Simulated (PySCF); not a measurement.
H$_{2}$O$_{2}$Si (calculated)

Computed with PySCF 2.14.0. Calculation on a computer-drawn molecule: vertical ionisation energy to the stated ion spin, frozen-core CCSD(T) at the basis limit and cheaper methods, single-reference cases, UHF for radicals, no spin-orbit; all values are single points at the evaluated structure, the first of each entry, which is the reference or a displaced copy of it and isn't optimised; the reference structure only sets the zero of the energies above reference; triples share is (T) over the correlation energy.

Common to all runs: charge 0; multiplicity 1; ion multiplicity 2; diffuse functions no; basis cc-pV(n+d)Z; reference is the Hartree-Fock double-zeta minimum; best is HF at quadruple zeta + MP2 correlation extrapolated from triple and quadruple zeta + CCSD(T) minus MP2 at triple zeta; basis step is the size of the change from the same recipe one zeta lower.

(1) H$_{2}$O$_{2}$Si

Evaluated structure:
```xyz
5
H2O2Si
O     -2.7829     0.1730    -0.0747
Si    -2.7613     0.6495    -1.7910
O     -1.1095     0.3634    -2.3728
H     -1.8202    -0.2754     0.2829
H     -0.3911    -0.0420    -1.7886
```

Reference structure:
```xyz
5
H2O2Si
O     -2.6486     0.1177    -0.2030
Si    -2.6477     0.6465    -1.7692
O     -1.1089     0.3444    -2.2921
H     -1.9036    -0.2639     0.2402
H     -0.4250    -0.0461    -1.7660
```

It finds ionisation energy best 10.34 eV; ionisation energy basis step 0.08193 eV; energy above reference best 20.27 kcal/mol; energy above reference basis step 1.701 kcal/mol; ionisation energy Koopmans at triple zeta 10.22 eV; ionisation energy EOM CCSD at triple zeta 10.24 eV; total energy HF triple zeta -439.9193 hartree; total energy CCSD(T) triple zeta -440.5569 hartree; total energy best -440.6547 hartree; T1 diagnostic at triple zeta 0.01728; D1 diagnostic at triple zeta 0.05651; ion T1 diagnostic at triple zeta 0.02369; ion D1 diagnostic at triple zeta 0.08403; ion spin squared at triple zeta 0.7586; triples share at triple zeta 0.03947; basis functions triple zeta 127; dipole magnitude HF at triple zeta 2.269 debye; dipole magnitude CCSD unrelaxed at triple zeta 2.171 debye; dipole magnitude PBE at triple zeta 2.239 debye; dipole magnitude r2SCAN at triple zeta 2.341 debye; dipole magnitude B3LYP at triple zeta 2.127 debye; dipole magnitude wB97X at triple zeta 2.276 debye.

Drawn bonds:
| atom | other atom | order |
| --- | --- | --- |
| 1 | 2 | 1 |
| 2 | 3 | 1 |
| 1 | 4 | 1 |
| 3 | 5 | 1 |

Triple zeta:
| method | ionisation energy (eV) | energy above reference (kcal/mol) |
| --- | --- | --- |
| HF | 9.195 | 31.15 |
| PBE | 9.927 | 14.17 |
| r2SCAN | 9.885 | 19.2 |
| B3LYP | 10.16 | 18.82 |
| wB97X | 10.19 | 21.49 |
| MP2 | 9.977 | 19.3 |
| CCSD | 10.15 | 21.7 |
| CCSD(T) | 10.14 | 19.8 |

(2) H$_{2}$O$_{2}$Si

Evaluated structure:
```xyz
5
H2O2Si
O     -2.6224     0.0439    -0.2009
Si    -2.6989     0.7124    -1.7773
O     -1.0917     0.4095    -2.3256
H     -1.9135    -0.1676     0.2862
H     -0.4150    -0.0884    -1.6902
```

Reference structure:
```xyz
5
H2O2Si
O     -2.6486     0.1177    -0.2030
Si    -2.6477     0.6465    -1.7692
O     -1.1089     0.3444    -2.2921
H     -1.9036    -0.2639     0.2402
H     -0.4250    -0.0461    -1.7660
```

Results for H$_{2}$O$_{2}$Si: ionisation energy best 10.42 eV; ionisation energy basis step 0.07044 eV; energy above reference best 11.58 kcal/mol; energy above reference basis step 0.5107 kcal/mol; ionisation energy Koopmans at triple zeta 10.25 eV; ionisation energy EOM CCSD at triple zeta 10.33 eV; total energy HF triple zeta -439.9453 hartree; total energy CCSD(T) triple zeta -440.5699 hartree; total energy best -440.6686 hartree; T1 diagnostic at triple zeta 0.01534; D1 diagnostic at triple zeta 0.04858; ion T1 diagnostic at triple zeta 0.02183; ion D1 diagnostic at triple zeta 0.07051; ion spin squared at triple zeta 0.7551; triples share at triple zeta 0.03686; basis functions triple zeta 127; dipole magnitude HF at triple zeta 2.207 debye; dipole magnitude CCSD unrelaxed at triple zeta 2.122 debye; dipole magnitude PBE at triple zeta 2.213 debye; dipole magnitude r2SCAN at triple zeta 2.305 debye; dipole magnitude B3LYP at triple zeta 2.1 debye; dipole magnitude wB97X at triple zeta 2.235 debye.

Drawn bonds:
| atom | other atom | order |
| --- | --- | --- |
| 1 | 2 | 1 |
| 2 | 3 | 1 |
| 1 | 4 | 1 |
| 3 | 5 | 1 |

Triple zeta:
| method | ionisation energy (eV) | energy above reference (kcal/mol) |
| --- | --- | --- |
| HF | 9.252 | 14.85 |
| PBE | 10.02 | 9.674 |
| r2SCAN | 9.968 | 11.44 |
| B3LYP | 10.25 | 11.06 |
| wB97X | 10.27 | 11.91 |
| MP2 | 10.05 | 11.55 |
| CCSD | 10.24 | 12.2 |
| CCSD(T) | 10.23 | 11.64 |

(3) H$_{2}$O$_{2}$Si

Evaluated structure:
```xyz
5
H2O2Si
O     -2.6224     0.0439    -0.2009
Si    -2.6989     0.7124    -1.7773
O     -1.2082     0.4314    -2.2859
H     -1.9135    -0.1676     0.2862
H     -0.5315    -0.0665    -1.6505
```

Reference structure:
```xyz
5
H2O2Si
O     -2.6486     0.1177    -0.2030
Si    -2.6477     0.6465    -1.7692
O     -1.1089     0.3444    -2.2921
H     -1.9036    -0.2639     0.2402
H     -0.4250    -0.0461    -1.7660
```

The calculation gives: ionisation energy best 10.16 eV; ionisation energy basis step 0.05632 eV; energy above reference best 11.26 kcal/mol; energy above reference basis step 0.009731 kcal/mol; ionisation energy Koopmans at triple zeta 9.924 eV; ionisation energy EOM CCSD at triple zeta 10.05 eV; total energy HF triple zeta -439.9492 hartree; total energy CCSD(T) triple zeta -440.5703 hartree; total energy best -440.6691 hartree; T1 diagnostic at triple zeta 0.01431; D1 diagnostic at triple zeta 0.04282; ion T1 diagnostic at triple zeta 0.01862; ion D1 diagnostic at triple zeta 0.05941; ion spin squared at triple zeta 0.7538; triples share at triple zeta 0.036; basis functions triple zeta 127; dipole magnitude HF at triple zeta 2.661 debye; dipole magnitude CCSD unrelaxed at triple zeta 2.504 debye; dipole magnitude PBE at triple zeta 2.523 debye; dipole magnitude r2SCAN at triple zeta 2.641 debye; dipole magnitude B3LYP at triple zeta 2.45 debye; dipole magnitude wB97X at triple zeta 2.629 debye.

Drawn bonds:
| atom | other atom | order |
| --- | --- | --- |
| 1 | 2 | 1 |
| 2 | 3 | 1 |
| 1 | 4 | 1 |
| 3 | 5 | 1 |

Triple zeta:
| method | ionisation energy (eV) | energy above reference (kcal/mol) |
| --- | --- | --- |
| HF | 8.925 | 12.41 |
| PBE | 9.808 | 10.75 |
| r2SCAN | 9.725 | 11.1 |
| B3LYP | 10.01 | 11.09 |
| wB97X | 10.02 | 11.3 |
| MP2 | 9.774 | 11.44 |
| CCSD | 9.966 | 11.52 |
| CCSD(T) | 9.98 | 11.38 |

(4) H$_{2}$O$_{2}$Si

Evaluated structure:
```xyz
5
H2O2Si
O     -2.6224     0.0439    -0.2009
Si    -2.6989     0.7124    -1.7773
O     -1.1439     0.4193    -2.3078
H     -1.9135    -0.1676     0.2862
H     -0.4672    -0.0786    -1.6724
```

Reference structure:
```xyz
5
H2O2Si
O     -2.6486     0.1177    -0.2030
Si    -2.6477     0.6465    -1.7692
O     -1.1089     0.3444    -2.2921
H     -1.9036    -0.2639     0.2402
H     -0.4250    -0.0461    -1.7660
```

The calculation gives: ionisation energy best 10.31 eV; ionisation energy basis step 0.06309 eV; energy above reference best 10.21 kcal/mol; energy above reference basis step 0.2925 kcal/mol; ionisation energy Koopmans at triple zeta 10.11 eV; ionisation energy EOM CCSD at triple zeta 10.21 eV; total energy HF triple zeta -439.9490 hartree; total energy CCSD(T) triple zeta -440.5721 hartree; total energy best -440.6708 hartree; T1 diagnostic at triple zeta 0.01484; D1 diagnostic at triple zeta 0.04591; ion T1 diagnostic at triple zeta 0.02011; ion D1 diagnostic at triple zeta 0.06514; ion spin squared at triple zeta 0.7542; triples share at triple zeta 0.03647; basis functions triple zeta 127; dipole magnitude HF at triple zeta 2.397 debye; dipole magnitude CCSD unrelaxed at triple zeta 2.282 debye; dipole magnitude PBE at triple zeta 2.345 debye; dipole magnitude r2SCAN at triple zeta 2.447 debye; dipole magnitude B3LYP at triple zeta 2.247 debye; dipole magnitude wB97X at triple zeta 2.401 debye.

Drawn bonds:
| atom | other atom | order |
| --- | --- | --- |
| 1 | 2 | 1 |
| 2 | 3 | 1 |
| 1 | 4 | 1 |
| 3 | 5 | 1 |

Triple zeta:
| method | ionisation energy (eV) | energy above reference (kcal/mol) |
| --- | --- | --- |
| HF | 9.109 | 12.52 |
| PBE | 9.933 | 8.948 |
| r2SCAN | 9.865 | 10.09 |
| B3LYP | 10.15 | 9.872 |
| wB97X | 10.16 | 10.43 |
| MP2 | 9.927 | 10.25 |
| CCSD | 10.12 | 10.64 |
| CCSD(T) | 10.13 | 10.27 |

(5) H$_{2}$O$_{2}$Si

Evaluated structure:
```xyz
5
H2O2Si
O     -2.6224     0.0439    -0.2009
Si    -2.6989     0.7124    -1.7773
O     -0.9417     0.3812    -2.3768
H     -1.9135    -0.1676     0.2862
H     -0.2650    -0.1167    -1.7414
```

Reference structure:
```xyz
5
H2O2Si
O     -2.6486     0.1177    -0.2030
Si    -2.6477     0.6465    -1.7692
O     -1.1089     0.3444    -2.2921
H     -1.9036    -0.2639     0.2402
H     -0.4250    -0.0461    -1.7660
```

It finds ionisation energy best 10.65 eV; ionisation energy basis step 0.1499 eV; energy above reference best 21.95 kcal/mol; energy above reference basis step 0.9694 kcal/mol; ionisation energy Koopmans at triple zeta 10.61 eV; ionisation energy EOM CCSD at triple zeta 10.53 eV; total energy HF triple zeta -439.9245 hartree; total energy CCSD(T) triple zeta -440.5531 hartree; total energy best -440.6521 hartree; T1 diagnostic at triple zeta 0.01705; D1 diagnostic at triple zeta 0.05679; ion T1 diagnostic at triple zeta 0.02879; ion D1 diagnostic at triple zeta 0.09553; ion spin squared at triple zeta 0.789; triples share at triple zeta 0.03803; basis functions triple zeta 127; dipole magnitude HF at triple zeta 1.895 debye; dipole magnitude CCSD unrelaxed at triple zeta 1.844 debye; dipole magnitude PBE at triple zeta 1.959 debye; dipole magnitude r2SCAN at triple zeta 2.029 debye; dipole magnitude B3LYP at triple zeta 1.841 debye; dipole magnitude wB97X at triple zeta 1.936 debye.

Drawn bonds:
| atom | other atom | order |
| --- | --- | --- |
| 1 | 2 | 1 |
| 2 | 3 | 1 |
| 1 | 4 | 1 |
| 3 | 5 | 1 |

Triple zeta:
| method | ionisation energy (eV) | energy above reference (kcal/mol) |
| --- | --- | --- |
| HF | 9.576 | 27.92 |
| PBE | 10.13 | 18.16 |
| r2SCAN | 10.17 | 21.61 |
| B3LYP | 10.38 | 20.82 |
| wB97X | 10.45 | 22.63 |
| MP2 | 10.4 | 21.95 |
| CCSD | 10.47 | 23.3 |
| CCSD(T) | 10.44 | 22.19 |

(6) H$_{2}$O$_{2}$Si

Evaluated structure:
```xyz
5
H2O2Si
O     -2.6829     0.1218    -0.2498
Si    -2.6494     0.6676    -1.8122
O     -1.0854     0.3046    -2.2180
H     -1.8774    -0.3572     0.2244
H     -0.3158    -0.0667    -1.7118
```

Reference structure:
```xyz
5
H2O2Si
O     -2.6486     0.1177    -0.2030
Si    -2.6477     0.6465    -1.7692
O     -1.1089     0.3444    -2.2921
H     -1.9036    -0.2639     0.2402
H     -0.4250    -0.0461    -1.7660
```

Results for H$_{2}$O$_{2}$Si: ionisation energy best 10.15 eV; ionisation energy basis step 0.05771 eV; energy above reference best 6.464 kcal/mol; energy above reference basis step 0.226 kcal/mol; ionisation energy Koopmans at triple zeta 9.916 eV; ionisation energy EOM CCSD at triple zeta 10.04 eV; total energy HF triple zeta -439.9532 hartree; total energy CCSD(T) triple zeta -440.5781 hartree; total energy best -440.6767 hartree; T1 diagnostic at triple zeta 0.0146; D1 diagnostic at triple zeta 0.04407; ion T1 diagnostic at triple zeta 0.01862; ion D1 diagnostic at triple zeta 0.06032; ion spin squared at triple zeta 0.7538; triples share at triple zeta 0.0366; basis functions triple zeta 127; dipole magnitude HF at triple zeta 2.815 debye; dipole magnitude CCSD unrelaxed at triple zeta 2.645 debye; dipole magnitude PBE at triple zeta 2.632 debye; dipole magnitude r2SCAN at triple zeta 2.758 debye; dipole magnitude B3LYP at triple zeta 2.57 debye; dipole magnitude wB97X at triple zeta 2.769 debye.

Drawn bonds:
| atom | other atom | order |
| --- | --- | --- |
| 1 | 2 | 1 |
| 2 | 3 | 1 |
| 1 | 4 | 1 |
| 3 | 5 | 1 |

Triple zeta:
| method | ionisation energy (eV) | energy above reference (kcal/mol) |
| --- | --- | --- |
| HF | 8.904 | 9.882 |
| PBE | 9.815 | 4.393 |
| r2SCAN | 9.725 | 5.823 |
| B3LYP | 10.01 | 5.702 |
| wB97X | 10.01 | 6.513 |
| MP2 | 9.761 | 6.396 |
| CCSD | 9.954 | 6.985 |
| CCSD(T) | 9.97 | 6.525 |
